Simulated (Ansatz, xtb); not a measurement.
FH8NSi3: 3 structures ranked

3 gas-phase structures of FH8NSi3, from a drawn sample of its isomers (lower ones may exist). Each was relaxed with GFN2-xTB; where two conformers were screened, the lower at r2SCAN-D4/def2-SVP is listed:

A. `F[SiH2]N[SiH2][SiH3]`, a singlet
B. `F[Si@@H]([SiH3])N[SiH3]`, a singlet
C. `F[SiH2]N([SiH3])[SiH3]`, a singlet

Question: Which do you expect lowest at r2SCAN-D4/def2-SVP, and how would the others follow?

Answer: Calculated order at r2SCAN-D4/def2-SVP: C (0.0), A (12.9), B (15.8) kcal/mol.

Energies above the lowest of each column, in kcal/mol; the last columns are at B3LYP/def2-SVP geometries:

| structure | GFN2-xTB | HF/STO-3G | r2SCAN-D4/def2-SVP | B3LYP/def2-SVP | CCSD(T)/def2-SVP + ΔMP2/def2-TZVPP |
| --- | --- | --- | --- | --- | --- |
| C | 0.0 | 0.0 | 0.0 | 0.0 | 0.0 |
| A | 24.7 | 9.4 | 12.9 | 10.0 | 13.9 |
| B | 24.9 | 10.3 | 15.8 | 11.4 | 15.6 |

Every level run on C puts it lowest or level with the lowest. Flexible structures stand in one conformer each, not always the lowest. A keeps a small imaginary mode. ΔMP2 is the change of the MP2 energy from the smaller to the larger basis.

Programs: Ansatz 0.2.0, xtb 6.7.1.
